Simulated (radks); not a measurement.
The numbers below are computed, except where a source is named.
V III, configuration [Ar] 3d3.

Level of theory: scalar-relativistic Kohn-Sham, PBE, spin-polarised, spherical densities, finite nucleus; open shells are filled with parallel spins first; Fermi nuclear charge, rms radius 3.6002 fm (a radial shooting solver on a logarithmic mesh with Libxc functionals).

Energy parts (eV):
| part | energy |
|---|---|
| total | -25803.710 |
| kinetic | 26043.645 |
| electron-nucleus | -61076.033 |
| Hartree | 10449.448 |
| exchange-correlation | -1220.770 |

Orbitals (lengths in bohr, moments of r in powers of bohr):
| orbital | occ. | eigenvalue (eV) | <r^2> | <r> | <1/r> | <r^4> |
|---|---|---|---|---|---|---|
| 1s up | 1 | -5381.069 | 0.005936 | 0.06644 | 22.84 | 0.00009069 |
| 1s down | 1 | -5381.090 | 0.005936 | 0.06644 | 22.84 | 0.00009069 |
| 2s up | 1 | -619.1497 | 0.1124 | 0.3084 | 4.796 | 0.02222 |
| 2s down | 1 | -618.1339 | 0.1121 | 0.3080 | 4.802 | 0.02209 |
| 2p up | 3 | -519.5882 | 0.09270 | 0.2742 | 4.698 | 0.01766 |
| 2p down | 3 | -518.8107 | 0.09238 | 0.2738 | 4.704 | 0.01751 |
| 3s up | 1 | -87.8689 | 1.038 | 0.9487 | 1.484 | 1.742 |
| 3s down | 1 | -84.8713 | 1.040 | 0.9496 | 1.482 | 1.756 |
| 3p up | 3 | -61.6710 | 1.211 | 1.015 | 1.352 | 2.553 |
| 3p down | 3 | -58.7063 | 1.219 | 1.017 | 1.348 | 2.604 |
| 3d up | 3 | -22.3431 | 2.177 | 1.306 | 1.012 | 11.09 |
| 3d down | 0 | -19.5692 | 2.312 | 1.341 | 0.9941 | 12.75 |
| 4s up | 0 | -18.2880 | 8.709 | 2.776 | 0.4734 | 114.4 |
| 4p up | 0 | -13.3554 | 12.11 | 3.269 | 0.3984 | 223.2 |

The highest occupied level is 3d up at -22.343 eV. The spin density at the nucleus is -0.788 e/bohr^3 (1s -0.001, 2s -1.011, 3s 0.223). For comparison, the ionisation energy in NIST's Atomic Spectra Database is 29.311 eV (measured). In exact Kohn-Sham theory the highest level is minus the ionisation energy, but local and semilocal functionals leave it too shallow, through self-interaction and a potential that decays too fast; potentials with the right tail come closer.
